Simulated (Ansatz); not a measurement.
Ansatz (a program for electronic structure) job for GeO2, SMILES [O]=[Ge]=[O], CAM-B3LYP/def2-TZVPD. The structure is a stationary point at TPSSh-D3(BJ)/def2-TZVP.

Ansatz 0.2 input:
```yaml
crystal:
  periodic: [false, false, false]
  atoms:
    - {symbol: Ge, position_ang: [0.00000000, 0.00000000, 0.00000000]}
    - {symbol: O, position_ang: [0.00000000, 0.00000000, -1.62287612]}
    - {symbol: O, position_ang: [0.00000000, 0.00000000, 1.62287612]}
basis:
  gaussian:
    orbitals: def2-TZVPD
hamiltonian:
  xc: {name: CAM-B3LYP}
```

Program output:

```
WARN ansatz: RAYON_NUM_THREADS=1 ignored (pool sized by the plan → 1); use --threads N
Functional definition: CAM-B3LYP
integrals: 0.06 GiB planned
782 factors; their error is unknown
integrals: 0.09 GiB planned
198 factors; integrals over basis functions are off by at most 1.2e-4 eV
mean field: 0.54 GiB planned
mean field evaluation 1: about -60602.4053 eV, gradient 8.4e1 eV
mean field evaluation 2: about -60566.1233 eV, gradient 1.6e2 eV
mean field evaluation 4: about -60614.4288 eV, gradient 2.5e0 eV
mean field evaluation 8: about -60614.6147 eV, gradient 1.4e-2 eV
mean field -60614.61470496 eV, -2227.5460043457 hartree, gradient 5.5e-5 eV, S^2 0.000000; 0 other end points of the search recorded, 0 dependent functions left out
reference -60614.61481655 eV, -2227.5460084465 hartree; 24, 24 occupied and 110, 110 virtual orbitals, 782 factors
Total energy: -60614.61481655 eV, -2227.5460084465 hartree
```

Self-consistency was reached.
